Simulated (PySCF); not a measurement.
OZn, SMILES [Zn]=[O].

Coordinates come from a PBE0-D3(BJ)/def2-TZVPD optimisation.

Computed with IEF-PCM-M06-2X/def2-TZVPD run with PySCF.

The values are the electrostatic part of the solvation free energy, E(continuum) − E(gas) at the gas-phase geometry, in a cavity of scaled van der Waals radii (PySCF's table); cavitation and dispersion terms are not included. A continuum can't describe solvent molecules that bind to the metal. In vacuum the orbital gap is 5.04 eV. The dipole moment in vacuum is 6.22 D.

Computed values in water (ε = 78.36), methanol (ε = 32.61), chloroform (ε = 4.71):
| solvent | ε | ΔG(elec) (kcal/mol) | dipole (D) | gap (eV) |
|---|---|---|---|---|
| water | 78.36 | -49.3 | 11.55 | 6.67 |
| methanol | 32.61 | -47.6 | 11.40 | 6.60 |
| chloroform | 4.71 | -32.3 | 10.01 | 5.99 |
